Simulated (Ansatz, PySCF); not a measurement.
Here is a job for PySCF.
```python
from pyscf import gto, scf, dft

mol = gto.M(
    atom='''
Sn   -0.000000   -0.000000   -0.946166
Se    0.000000    0.000000    1.391421
''',
    basis='sto-3g',
    charge=0,
    spin=0,
    verbose=4,
)

mf = dft.RKS(mol)
mf.xc = 'b3lyp5'
mf.grids.atom_grid = (99, 590)
mf.grids.prune = None
mf.kernel()
```

### Question
Convert this to an input for Ansatz (a first-principles code).

### Answer
One answer among several that fit: 
Ansatz 0.2 input:
```yaml
crystal:
  periodic: [false, false, false]
  atoms:
    - {symbol: Sn, position_ang: [-0.00000000, -0.00000000, -0.94616634]}
    - {symbol: Se, position_ang: [0.00000000, 0.00000000, 1.39142108]}
basis:
  gaussian:
    orbitals: STO-3G
hamiltonian:
  xc: b3lyp5
accuracy: high
```

Both were run: PySCF gave -8339.861186 Eh and Ansatz -8339.861191 Eh, 0.005 mEh apart.
